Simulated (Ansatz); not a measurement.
Abridged output of a molecular run in Ansatz:

```
Functional definition: HF
859 factors; integrals over basis functions are off by at most 1.3e-3 eV
mean field evaluation 1: about -20537.0594 eV, gradient 3.9e1 eV
mean field evaluation 2: about -20537.0662 eV, gradient 3.9e1 eV
mean field evaluation 4: about -20540.3906 eV, gradient 3.0e0 eV
mean field evaluation 8: about -20540.4264 eV, gradient 2.0e-4 eV
mean field -20540.42640666 eV, -754.8467476437 hartree, gradient 2.0e-6 eV, S^2 0.000000; 0 other end points of the search recorded, 0 dependent functions left out
12 core orbitals not correlated: weight in the atoms' cores, before any rotation towards them, 1.000 or more for the frozen orbitals, at most 0.000 for the correlated occupied ones
reference -20540.42640666 eV, -754.8467476437 hartree; 12, 12 occupied and 65, 65 virtual orbitals, 859 factors
second order -14.31825532 eV of doubles, -0.00000000 eV of singles
cycle   1  -15.02581251 eV  change   -7.1e-1 eV  update   8.9e-2
cycle   2  -15.41140210 eV  change   -3.9e-1 eV  update   2.7e-2
cycle   3  -15.50942296 eV  change   -9.8e-2 eV  update   1.5e-2
cycle   4  -15.50761153 eV  change    1.8e-3 eV  update   3.8e-3
cycle   5  -15.50669307 eV  change    9.2e-4 eV  update   1.6e-3
cycle   6  -15.50670805 eV  change   -1.5e-5 eV  update   5.3e-4
cycle   7  -15.50651827 eV  change    1.9e-4 eV  update   1.7e-4
cycle   8  -15.50649287 eV  change    2.5e-5 eV  update   5.5e-5
cycle   9  -15.50650456 eV  change   -1.2e-5 eV  update   1.7e-5
perturbative correction -0.38702966 eV, -0.0142230775 hartree
Total energy: -20556.31994088 eV, -755.4308242531 hartree
```

Its atoms:

```xyz
9

O     0.939   -1.867    0.935
Al    0.625   -1.038   -0.506
C    -0.329    0.680   -0.493
S    -0.736    1.141    1.200
H     0.674   -1.547    1.796
H     1.128   -1.702   -1.845
H     0.303    1.440   -0.964
H    -1.235    0.585   -1.100
H    -1.368    2.307    0.977
```

Q: Which basis set was used?
A. cc-pV(T+d)Z
B. def2-QZVPP
C. cc-pV(Q+d)Z
D. def2-SVP

A: D. It gives 89 functions.

Q: Write the keys of the input that set method, charge and spin (a neutral closed shell needs none for the last two).

A: 
```yaml
correlation: {method: ccsd_t}
```
